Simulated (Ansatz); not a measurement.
The first iterations of a band of CHBrSi (4 atoms, charge 0, multiplicity 1).

All numbers below come from UKS B3LYP/def2-SVP in Ansatz 0.2.0.

```yaml
movable_images: 5
climbing_image: yes
spring: 5.0 eV/Å²
optimiser: fire
start_path: through a guess of the saddle point
force_threshold: 0.03 eV/Å
iteration_limit: 60
end_points: relaxed
largest_step: 0.02 Å
```

First end point:

```xyz
4
Properties=species:S:1:pos:R:3
Si -0.550 1.084 -0.218
C 0.383 -0.232 0.296
Br 1.588 -1.245 1.159
H -1.422 0.392 -1.238
```

Last end point:

```xyz
4
Properties=species:S:1:pos:R:3
Si 0.019 1.568 0.455
C -0.274 0.023 -0.252
Br 1.089 -0.999 0.754
H -0.835 -0.591 -0.957
```

| iteration | highest image above the first end (eV) | largest band force component (eV/Å) |
| --- | --- | --- |
| 1 | 2.632 | 4.320 |
| 2 | 2.413 | 3.962 |
| 3 | 2.210 | 3.660 |
| 4 | 2.016 | 3.591 |
| 5 | 1.824 | 3.679 |
| 6 | 1.651 | 3.700 |
| 7 | 1.491 | 3.342 |
| 8 | 1.343 | 2.895 |
| 9 | 1.203 | 2.527 |
| 10 | 1.070 | 2.238 |
| 11 | 0.944 | 2.017 |
| 12 | 0.826 | 1.842 |
| 13 | 0.716 | 1.695 |
| 14 | 0.614 | 1.564 |
| 15 | 0.528 | 1.443 |
| 16 | 0.469 | 1.332 |

Problem. Does the band converge within its limit, and where does its top end?

Solution. The run converged. It ended after 49 iterations with the highest image 0.007 eV above the first end. The top lies less than 8 meV above the higher end, about what the thresholds resolve: that end is a shoulder or a very shallow well. Another band between the same ends (5 images) ends at a top of the same energy, where a vibrational analysis finds 1 clearly imaginary mode. The orbitals stay closed-shell, which can raise the energy where a bond breaks towards radicals; this wasn't checked here.

Run time: 8 min on 2 threads of Arm Neoverse V1, with other jobs on the host, peak memory 0.2 GiB.
